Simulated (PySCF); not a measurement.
## Excitation energies in several basis sets

Species: C₂H₅GaO.
SMILES: `[O]([GaH2])C=C`

TDDFT with PBE0 (PySCF), vertical singlets, core orbitals frozen in the response, spherical d and f functions. The structure is a single PBE0-D3(BJ)/def2-SVP conformer in the gas phase; no vibrational or solvent corrections. Relativistic effects, spin–orbit coupling among them, are left out although an element past zinc is present.

Problem. How do the low singlets change with the basis? Take 6-31G*, def2-SVP, def2-SVPD, aug-cc-pVDZ, def2-TZVP and def2-TZVPD.

Solution. 

```
      basis  functions  diffuse  S1 (eV)  S2 (eV)  S3 (eV)  S4 (eV)  S5 (eV)  LUMO (eV)  α (au)
     6-31G*         84       no     3.82     5.61     5.74     6.17     6.86      -1.46    48.5
   def2-SVP         99       no     3.99     5.67     6.01     6.16     6.85      -1.47    50.2
  def2-SVPD        141      yes     4.03     5.67     5.82     6.12     6.22      -1.57    59.0
aug-cc-pVDZ        150      yes     3.96     5.55     5.65     5.83     6.08      -1.60    60.5
  def2-TZVP        171       no     4.00     5.67     5.86     6.12     6.65      -1.53    56.5
 def2-TZVPD        213      yes     4.00     5.63     5.71     6.05     6.11      -1.56    60.3
```

States are compared by their number. Against the largest diffuse basis here (def2-TZVPD, itself not a converged limit), sets without diffuse functions differ by up to 0.17 eV in S1 and 0.75 eV in S5; the smaller diffuse sets differ by up to 0.04 and 0.11 eV. State by state, the largest deviation of a set without diffuse functions is S1 0.17, S2 0.04, S3 0.30, S4 0.12, S5 0.75 eV. The same number needn't mean the same state in each row. Against def2-TZVPD the polarisability deviates by -20% in 6-31G*, -17% in def2-SVP, -2% in def2-SVPD, 0% in aug-cc-pVDZ, -6% in def2-TZVP.
